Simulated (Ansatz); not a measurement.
Consider the ligand exchange at a B–N bond: `BNC[TeH]` + `NC(F)S` → `BNC(F)S` + `NC[TeH]`.

Program: Ansatz. Geometries: PBE0-D4/def2-TZVP. ΔE: electronic, gas phase. CCSD(T)/CBS adds triple-zeta CCSD(T) − MP2 to the extrapolated MP2 energy (def2 sets, frozen cores). Functionals use def2-TZVPP. B3LYP here is the variant with VWN-RPA as its local correlation; programs differ in this. Elements past krypton have def2 core potentials. For Te outer-core shells are correlated without core-valence functions, which leaves a few kJ/mol of doubt a bond. Each species was taken in one conformer, which may not be the lowest.

```json
{"level": "PBE-D4", "ΔE (kJ/mol)": "26.7", "difference from CCSD(T)/CBS": "4.8"}
{"level": "PBE0-D4", "ΔE (kJ/mol)": "25.0", "difference from CCSD(T)/CBS": "3.1"}
{"level": "B3LYP-D4", "ΔE (kJ/mol)": "25.3", "difference from CCSD(T)/CBS": "3.4"}
{"level": "ωB97X-V", "ΔE (kJ/mol)": "21.6", "difference from CCSD(T)/CBS": "-0.3"}
{"level": "ωB97M-V", "ΔE (kJ/mol)": "21.7", "difference from CCSD(T)/CBS": "-0.2"}
{"level": "PBE", "ΔE (kJ/mol)": "27.2", "difference from CCSD(T)/CBS": "5.3"}
{"level": "r2SCAN", "ΔE (kJ/mol)": "26.7", "difference from CCSD(T)/CBS": "4.8"}
{"level": "B3LYP", "ΔE (kJ/mol)": "26.2", "difference from CCSD(T)/CBS": "4.3"}
{"level": "MP2/def2-TZVPP", "ΔE (kJ/mol)": "23.2", "difference from CCSD(T)/CBS": "1.3"}
{"level": "SCS-MP2/def2-TZVPP", "ΔE (kJ/mol)": "22.2", "difference from CCSD(T)/CBS": "0.3"}
{"level": "CCSD/def2-TZVPP", "ΔE (kJ/mol)": "21.7", "difference from CCSD(T)/CBS": "-0.2"}
{"level": "CCSD(T)/def2-TZVPP", "ΔE (kJ/mol)": "22.3", "difference from CCSD(T)/CBS": "0.4"}
{"level": "MP2/def2-QZVPP", "ΔE (kJ/mol)": "23.0", "difference from CCSD(T)/CBS": "1.1"}
{"level": "SCS-MP2/def2-QZVPP", "ΔE (kJ/mol)": "22.1", "difference from CCSD(T)/CBS": "0.2"}
{"level": "HF/CBS(def2)", "ΔE (kJ/mol)": "22.5", "difference from CCSD(T)/CBS": "0.6"}
{"level": "MP2/CBS(def2)", "ΔE (kJ/mol)": "22.8", "difference from CCSD(T)/CBS": "0.9"}
{"level": "CCSD(T)/CBS", "ΔE (kJ/mol)": "21.9", "difference from CCSD(T)/CBS": "0"}
```

Largest T1 diagnostic among the species: 0.013.
